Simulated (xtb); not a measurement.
ClGa, charge +1, doublet, geometry from GFN2-xTB (such geometries of metal compounds can be far from the true shape) (a state made from the parent by changing its charge; the spin is typed, not shown lowest), atoms displaced at random by about 0.1 Å a coordinate; GFN2-xTB (xtb 6.7.1).

Input for xtb:
```
$ xtb mol.xyz --gfn 2 --chrg 1 --uhf 1 --opt --json

# file mol.xyz
2

Ga    -0.07849611    -0.09403506    -1.01552976
Cl     0.04201185    -0.22227569     1.23950196
```

Output, abridged:

```
   ID    Z sym.   atoms
    1   31 Ga     1
    2   17 Cl     2

           -------------------------------------------------
          |                Calculation Setup                |
           -------------------------------------------------

           -------------------------------------------------
          |                 G F N 2 - x T B                 |
           -------------------------------------------------

          ...................................................
          :                      SETUP                      :
          :.................................................:
          :  # basis functions                  20          :
          :  # atomic orbitals                  18          :
          :  # shells                            6          :
          :  # electrons                         9          :
          :  max. iterations                   250          :
          :  Hamiltonian                  GFN2-xTB          :
          :  restarted?                      false          :
          :  GBSA solvation                  false          :
          :  PC potential                    false          :
          :  electronic temp.          300.0000000     K    :
          :  accuracy                    1.0000000          :
          :  -> integral cutoff          0.2500000E+02      :
          :  -> integral neglect         0.1000000E-07      :
          :  -> SCF convergence          0.1000000E-05 Eh   :
          :  -> wf. convergence          0.1000000E-03 e    :
          :  Broyden damping             0.4000000          :
          :  net charge                          1          :
          :  unpaired electrons                  1          :
          ...................................................

 iter      E             dE          RMSdq      gap      omega  full diag
   1     -5.2907033 -0.529070E+01  0.295E+01    6.68       0.0  T
   2     -5.3090032 -0.182999E-01  0.134E+01    7.16       1.0  T
   3     -5.3106949 -0.169167E-02  0.502E+00    6.47       1.0  T
   4     -5.3110704 -0.375445E-03  0.304E+00    6.24       1.0  T
   5     -5.3108805  0.189850E-03  0.716E-01    6.33       1.0  T
   6     -5.3111270 -0.246531E-03  0.400E-01    6.27       1.0  T
   7     -5.3111491 -0.220942E-04  0.288E-01    6.24       1.0  T
   8     -5.3111564 -0.731093E-05  0.200E-01    6.29       1.0  T
   9     -5.3111667 -0.102891E-04  0.334E-02    6.28       2.1  T
[...]
         :: total energy              -5.310179478795 Eh    ::
 * total energy  :    -5.3101795 Eh     change       -0.9769963E-13 Eh
 * total energy  :    -5.3109714 Eh     change       -0.7919531E-03 Eh
 * total energy  :    -5.3109733 Eh     change       -0.1878221E-05 Eh
 * total energy  :    -5.3109793 Eh     change       -0.5949091E-05 Eh
 * total energy  :    -5.3109793 Eh     change       -0.2538149E-08 Eh
   *** GEOMETRY OPTIMIZATION CONVERGED AFTER 5 ITERATIONS ***
         :: total energy              -5.310979261768 Eh    ::
[...]
        11                         -0.2334773              -6.3532
        12                         -0.2334773              -6.3532
        13                         -0.2280723              -6.2062
        14                         -0.2280723              -6.2062
        15                         -0.2265166              -6.1638
        16                         -0.1859264              -5.0593
       ...                                ...                  ...
        18                          0.6147391              16.7279
      -------------------------------------------------------------
                  HL-Gap            0.2351003 Eh            6.3974 eV
             Fermi-level           -0.6126554 Eh          -16.6712 eV

     #   Z          covCN         q      C6AA      α(0)
     1  31 Ga       0.789     0.736   306.499    44.784
     2  17 Cl       0.789     0.264    91.514    14.634

 Mol. C6AA /au·bohr⁶  :        697.627882
 Mol. C8AA /au·bohr⁸  :      58794.100615
 Mol. α(0) /au        :         59.417430

Wiberg/Mayer (AO) data.
largest (>0.10) Wiberg bond orders for each atom

 ---------------------------------------------------------------------------
     #   Z sym  total        # sym  WBO       # sym  WBO       # sym  WBO
 ---------------------------------------------------------------------------
     1  31 Ga   1.290 --     2 Cl   1.290
     2  17 Cl   1.290 --     1 Ga   1.290
 ---------------------------------------------------------------------------

Topologies differ in total number of bonds
Writing topology from bond orders to xtbtopo.mol

molecular dipole:
                 x           y           z       tot (Debye)
 q only:       -0.086      -0.244      -0.757
   full:       -0.109      -0.219      -1.185       3.075
molecular quadrupole (traceless):
                xx          xy          yy          xz          yz          zz
 q only:       -1.937       0.017      -1.857       0.360      -0.002       3.794
  q+dip:       -3.552       0.010      -3.495       0.650      -0.096       7.047
   full:       -2.465       0.020      -2.409       0.475       0.090       4.873

optimized geometry written to: xtbopt.xyz

           -------------------------------------------------
          | TOTAL ENERGY               -5.310979261768 Eh   |
          | GRADIENT NORM               0.000000337183 Eh/α |
          | HOMO-LUMO GAP               6.397404094841 eV   |
           -------------------------------------------------
```
